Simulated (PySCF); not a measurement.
# Os⁵⁰⁺: ionisation energy

Os⁵⁰⁺ [Ar] 3d8 (3F) → Os⁵¹⁺ [Ar] 3d7 (4F), as a difference of total energies. All numbers are calculated (PySCF 2.14, the non-relativistic Hamiltonian (point nucleus), in an uncontracted even-tempered set (16 s from 12 bohr⁻², ratio 2.5; 11 p from 15 bohr⁻², ratio 2.5; 7 d from 15 bohr⁻², ratio 2.5; 4 f from 62 bohr⁻², ratio 2.7; 3 g from 93 bohr⁻², ratio 2.7)). Correlated levels: outer shells: [Ne] frozen; virtual orbitals above 40 to 60 times the deepest correlated orbital energy dropped. The calculations carry no spin-orbit coupling.

```
                method  ionisation energy (eV)
                   UHF                  4653.6
                   LDA                  4653.5
                   PBE                  4653.5
                  PBE0                  4654.1
                r2SCAN                  4655.5
               r2SCAN0                  4655.6
                 TPSSh                  4652.1
    MP2 (outer shells)                  4655.0
SCS-MP2 (outer shells)                  4654.9
```

Spin-orbit coupling is strong in these open shells (close to jj coupling). The scalar numbers leave it out and a first-order estimate fails, so it can dominate the gap to the real levels.

The gap to the reference is mostly relativistic.

For comparison: 4635 ± 4 eV (theoretical estimate listed by NIST; NIST Atomic Spectra Database, ionization energies).
